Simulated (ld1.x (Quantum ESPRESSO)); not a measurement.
## Building the TM potential for ruthenium (Ru) (PBE, scalar-relativistic).

- Element: Ru
- Generator: ld1.x (Quantum ESPRESSO) 7.5
- Type: norm-conserving Troullier–Martins (Kleinman–Bylander form)
- Functional: PBE
- Relativity: scalar-relativistic
- Frozen core: [Ar] 3d10
- Valence charge: 16
- Reference configuration: 4s2 4p6 4d7 5s1 5p0
- Partial waves: 4p (bound): rc 1.70 bohr; 4d (bound): rc 2.05 bohr; 4f channel at -0.15 Ry: rc 1.65 bohr; 4s (bound): rc 1.30 bohr
- Local potential: the s channel
- Core correction: none

Occupied shells without a wave of their own: 5s. They enter only through the test configuration that unscreens the potential.

Question: Does the generator finish with these settings?

Answer: Yes, a potential is produced.

Question: Estimate the cutoffs (Ry, on a coarse ladder) from which the occupation-weighted sum of valence levels, in a spherical-Bessel basis at the reference potential, stays within 10 and 1 mRy of its value at 400 Ry.

Answer: 90 Ry and 160 Ry.

Question: What does a ghost test show?

Answer: No extra level below or beside the all-electron valence levels (p, d, f, s tested).

Question: Which valence shell sets the plane-wave cutoff?

Answer: 4s: its level needs 110 Ry to come within 1 mRy, against 80 Ry for 5s.

Question: Tests: 4s2 4p6 4d7 5s0 5p0; 4s2 4p6 4d6 5s0 5p0; 4s2 4p6 4d5 5s0 5p0; 4s2 4p6 4d7 5s0 5p1; 4s1 4p6 4d7 5s1 5p0; 4s2 4p6 4d7.5 5s0.5 5p0; 4s2 4p6 4d6 5s1 5p0. Which has the largest error in its energy relative to the reference configuration, and how large is it?

Answer: 4s2 4p6 4d5 5s0 5p0, with -710 meV (all-electron minus pseudo) on +56.10 eV.
